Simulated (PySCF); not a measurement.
C3H10OSi2. Atoms are numbered in the order given.

```xyz
16

C      2.6309    -0.2771    -0.1978
Si     0.9107    -0.5058     0.4781
C     -0.3580    -1.1798    -0.7505
Si    -1.6832     0.1696    -0.7620
C     -1.1174     1.1840     0.7640
O      0.2866     1.0137     0.8553
H      3.0961    -1.2507    -0.4178
H      3.2672     0.2484     0.5307
H      2.6078     0.3169    -1.1242
H      0.9424    -1.3636     1.7061
H      0.0770    -1.3267    -1.7513
H     -0.7718    -2.1444    -0.4173
H     -3.0828    -0.3451    -0.6413
H     -1.5822     1.0011    -2.0011
H     -1.6241     0.8394     1.6872
H     -1.3401     2.2591     0.6666
```
Charge 0, spin multiplicity 1.

Geometry optimised at PBE0-D3(BJ)/def2-SVP. The structure was generated by enumeration; whether it is a known compound was not checked. Other conformers were not sampled.

The numbers are results of PBE0-D3(BJ)/def2-SVP (PySCF 2.14.0), not measurements.

Frequencies are harmonic and unscaled.

Computed normal modes with their intensities:
| mode | ν (cm⁻¹) | IR (km/mol) | moving atoms (share of kinetic energy) |
|---|---|---|---|
| 1 | 42 | 0.6 | H 35 %, C 35 %, Si 19 %, O 11 % |
| 2 | 128 | 3.8 | H 46 %, C 29 %, O 20 % |
| 3 | 149 | 0.5 | H 91 % |
| 4 | 187 | 0.3 | C 39 %, H 38 %, Si 13 %, O 11 % |
| 5 | 255 | 5.1 | H 33 %, Si 29 %, C 22 %, O 16 % |
| 6 | 352 | 0.0 | Si 55 %, H 28 %, C 14 % |
| 7 | 398 | 11.5 | O 34 %, H 26 %, Si 23 %, C 16 % |
| 8 | 502 | 14.3 | H 63 %, Si 20 %, O 11 % |
| 9 | 557 | 3.1 | H 80 %, C 10 %, Si 8 % |
| 10 | 618 | 13.9 | H 68 %, C 25 % |
| 11 | 655 | 0.7 | C 46 %, H 43 % |
| 12 | 663 | 1.0 | H 48 %, C 39 %, Si 9 % |
| 13 | 684 | 9.9 | C 48 %, H 35 %, Si 12 % |
| 14 | 718 | 20.8 | H 48 %, C 30 %, Si 18 % |
| 15 | 763 | 46.2 | H 47 %, C 31 %, Si 19 % |
| 16 | 771 | 30.1 | H 46 %, O 28 %, Si 17 %, C 8 % |
| 17 | 779 | 14.0 | H 57 %, Si 20 %, C 20 % |
| 18 | 807 | 81.7 | H 63 %, C 22 %, Si 15 % |
| 19 | 849 | 23.2 | H 68 %, C 20 %, Si 8 % |
| 20 | 894 | 127.5 | H 74 %, C 14 %, Si 11 % |
| 21 | 909 | 288.0 | H 65 %, Si 21 %, C 12 % |
| 22 | 948 | 57.2 | H 94 % |
| 23 | 973 | 24.0 | H 93 % |
| 24 | 1003 | 178.4 | H 62 %, C 33 % |
| 25 | 1116 | 166.5 | O 49 %, C 45 % |
| 26 | 1236 | 14.6 | H 88 % |
| 27 | 1264 | 39.0 | H 77 %, C 23 % |
| 28 | 1273 | 2.2 | H 75 %, C 19 % |
| 29 | 1374 | 13.6 | H 92 %, C 8 % |
| 30 | 1423 | 3.0 | H 96 % |
| 31 | 1428 | 4.9 | H 96 % |
| 32 | 1461 | 2.8 | H 94 % |
| 33 | 2204 | 178.4 | H 97 % |
| 34 | 2220 | 116.7 | H 98 % |
| 35 | 2225 | 128.0 | H 96 % |
| 36 | 3019 | 43.7 | H 94 % |
| 37 | 3059 | 0.9 | H 97 % |
| 38 | 3095 | 0.1 | H 95 % |
| 39 | 3109 | 14.9 | H 91 %, C 9 % |
| 40 | 3163 | 0.0 | H 91 %, C 9 % |
| 41 | 3166 | 2.2 | H 91 %, C 9 % |
| 42 | 3170 | 1.5 | H 91 %, C 9 % |
